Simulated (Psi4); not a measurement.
HClSi (SMILES [SiH]Cl), singlet, geometry from GFN2-xTB. Base run: HF/cc-pVDZ in Psi4.

Psi4 was given this input:
```
memory 2 GB

molecule mol {
0 1
  Si    0.793635   -0.215555    0.717313
  H     1.842392   -0.415410   -0.312898
  Cl   -0.761958    0.201951   -0.572322
}

set basis cc-pvdz
set reference rhf

energy('scf')
print_variables()
```

The base run was repeated with changes; each row names its change, and settings that it needs were set with it.

```tsv
change	ΔE vs base (µEh)	SCF cycles	basis functions
base	0.0	8	41
diis_max_vecs = 3	0.0	8	41
df_basis_scf = def2-universal-jkfit	-153	8	41
cholesky_tolerance = 1e-3 (with scf_type cd)	783	8	41
e_convergence = 1e-4	0.0	8	41
cholesky_tolerance = 1e-6 (with scf_type cd)	-172	8	41
level_shift = 0.3	0.0	8	41
scf_type = out_of_core	-177	8	41
level_shift = 1.0	0.0	8	41
guess = modhuckel	0.0	9	41
soscf = true	0.0	5	41
diis_max_vecs = 15	0.0	8	41
scf_type = disk_df	0.0	8	41
```
